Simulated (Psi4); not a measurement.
FK, charge +1, doublet, at the geometry of the source list (a state made from the parent by changing its charge; the spin is typed, not shown lowest); R2SCAN/def2-SVPD (Psi4).

Here is a job for Psi4.
```
memory 2 GB

molecule mol {
1 2
  K    -0.539800   -0.445200   -0.729200
  F     0.539800    0.445200    0.729200
}

set basis def2-svpd
set reference uks

energy('r2scan')
print_variables()
```

It wrote (shortened):

```
   => Loading Basis Set <=

    Name: DEF2-SVPD
    Role: ORBITAL
    Keyword: BASIS

         ---------------------------------------------------------
                                   SCF
               by Justin Turney, Rob Parrish, Andy Simmonett
                          and Daniel G. A. Smith
                              UKS Reference
         ---------------------------------------------------------

  ==> Geometry <==

    Molecular point group: c2v
    Full point group: C_inf_v

    Geometry (in Angstrom), charge = 1, multiplicity = 2:

       Center              X                  Y                   Z               Mass
    ------------   -----------------  -----------------  -----------------  -----------------
         K            0.000000000000     0.000000000000    -0.662496777055    38.963706486400
         F           -0.000000000000     0.000000000000     1.358710505734    18.998403162730

  Running in c2v symmetry.

  Rotational constants: A = ************  B =      0.32310  C =      0.32310 [cm^-1]
  Rotational constants: A = ************  B =   9686.39805  C =   9686.39805 [MHz]
  Nuclear repulsion =   44.769927258375418

  Charge       = 1
  Multiplicity = 2
  Electrons    = 27
  Nalpha       = 14
  Nbeta        = 13

  ==> Algorithm <==

  SCF Algorithm Type is DF.
  DIIS enabled.
  MOM disabled.
  Fractional occupation disabled.
  Guess Type is SAD.
  Energy threshold   = 1.00e-06
  Density threshold  = 1.00e-06
  Integral threshold = 1.00e-12

  ==> Primary Basis <==

  Basis Set: DEF2-SVPD
    Blend: DEF2-SVPD
    Number of shells: 20
    Number of basis functions: 50
    Number of Cartesian functions: 54
    Spherical Harmonics?: true
    Max angular momentum: 2

  ==> DFT Potential <==

   => LibXC <=

    Version 7.1.2
    S. Lehtola, C. Steigemann, M. J. T. Oliveira, and M. A. L. Marques,  SoftwareX 7, 1–5 (2018) (10.1016/j.softx.2017.11.002)

   => Composite Functional: R2SCAN <=

    r2SCAN Meta-GGA XC Functional  (0.1021/acs.jpclett.0c02405)
    J. W. Furness, A. D. Kaplan, J. Ning, J. P. Perdew, J. Sun  J. Phys. Chem. Lett.  11, 8208–8215, 2020

    Deriv               =              1
    GGA                 =           TRUE
    Meta                =           TRUE

    Exchange Hybrid     =          FALSE
    MP2 Hybrid          =          FALSE

   => Exchange Functionals <=

    1.0000   XC_MGGA_X_R2SCAN

   => Correlation Functionals <=

    1.0000   XC_MGGA_C_R2SCAN

   => LibXC Density Thresholds  <==

[...]
   @S^2 Expected:                7.500000000E-01
   @S^2 Observed:                7.521904226E-01
   @S   Expected:                5.000000000E-01
   @S   Observed:                5.000000000E-01

    Orbital Energies [Eh]
    ---------------------

    Alpha Occupied:

[...]
    Alpha Virtual:

[...]
    Beta Occupied:

[...]
       3B2    -0.642966

    Beta Virtual:

[...]
      24A1     3.144403

    Final Occupation by Irrep:
             A1    A2    B1    B2
    DOCC [     7,    0,    3,    3 ]
    SOCC [     1,    0,    0,    0 ]
    NA   [     8,    0,    3,    3 ]
    NB   [     7,    0,    3,    3 ]

  @DF-UKS Final Energy:  -699.22009659887738

   => Energetics <=

    Nuclear Repulsion Energy =             44.7699272583754180
    One-Electron Energy =               -1045.6237030933298229
    Two-Electron Energy =                 345.2580899314846192
    DFT Exchange-Correlation Energy =     -43.6244106954075832
    Empirical Dispersion Energy =           0.0000000000000000
    VV10 Nonlocal Energy =                  0.0000000000000000
    Total Energy =                       -699.2200965988773760

  UHF NO Occupations:
  HONO-2 :    3 B1 1.9998536
  HONO-1 :    7 A1 1.9992741
  HONO-0 :    8 A1 1.0000000
  LUNO+0 :    9 A1 0.0007259
  LUNO+1 :    4 B1 0.0001464
  LUNO+2 :    4 B2 0.0001464
  LUNO+3 :   10 A1 0.0000756

Computation Completed

Properties will be evaluated at   0.000000,   0.000000,   0.000000 [a0]

Properties computed using the SCF density matrix

 Multipole Moments:

 ------------------------------------------------------------------------------------
     Multipole            Electronic (a.u.)      Nuclear  (a.u.)        Total (a.u.)
 ------------------------------------------------------------------------------------

 L = 1.  Multiply by 2.5417464519 to convert [e a0] to [Debye]
 Dipole X            :          0.0000000            0.0000000            0.0000000
 Dipole Y            :          0.0000000           -0.0000000           -0.0000000
 Dipole Z            :         -0.4672495           -0.6784952           -1.1457447
 Magnitude           :                                                    1.1457447

 ------------------------------------------------------------------------------------

  Variable Map:
  ----------------------------------------------------------------------------
[...]
  Array Variable Map:
  ----------------------------------------------------------------------------
[...]
[...]
```
